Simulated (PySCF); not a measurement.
OZr, multiplicity 1. Atoms are numbered in the order given.

```xyz
2

Zr     0.0000     0.0000    -0.2864
O      0.0000     0.0000     1.4321
```
Charge 0, spin multiplicity 1.

Geometry optimised at B3LYP-D3(BJ)/def2-TZVPD. The spin state was assumed, not searched. The def2 effective core potentials stand for the cores of Zr; spin–orbit coupling is left out.

Vertical ionisation energy (IE) and electron affinity (EA) in eV. Rows of orbital energies are one-electron estimates. Where ΔSCF, EOM or ADC give a negative EA the extra electron is unbound and the value depends on the basis.

```
level                                               IE    EA
------------------------------------------------  ----  ----
−ε(HOMO), −ε(LUMO), PBE0/def2-TZVPD (PySCF)       5.33  3.18
−ε(HOMO), −ε(LUMO), CAM-B3LYP/def2-TZVPD (PySCF)  6.35  1.83
```
